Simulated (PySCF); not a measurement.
H₄N, SMILES [NH4+], charge +1. Atoms are numbered in the order given.

```xyz
5

N      0.0000     0.0000     0.0000
H      0.5918    -0.5918     0.5918
H     -0.5918    -0.5918    -0.5918
H     -0.5918     0.5918     0.5918
H      0.5918     0.5918    -0.5918
```
Charge +1, spin multiplicity 1.

Geometry optimised at B3LYP-D3(BJ)/def2-TZVPD.

Two levels are set side by side: PBE/pcSseg-2 (PySCF) and HF/pcSseg-2 (PySCF). GIAO shifts against NH3 (¹⁵N), TMS (¹H) at the same level; non-relativistic, no solvent, atoms listed together averaged. Differences are taken from unrounded values.

```tsv
quantity	HF
δ(¹⁵N) of N1 (ppm)	22.4
δ(¹H) of H2, H3, H4, H5 (ppm)	5.69
```

### Question
What does PBE give, and how far is it from HF? (An estimate is asked for; the answer gives what the named calculation found.)

### Answer

```csv
quantity,PBE,PBE minus HF
δ(¹⁵N) of N1 (ppm),31.2,8.8
"δ(¹H) of H2, H3, H4, H5 (ppm)",4.86,-0.83
```

Rough cost on one machine, each run with all the roots and properties that it gave: HF against PBE within a factor of 2.
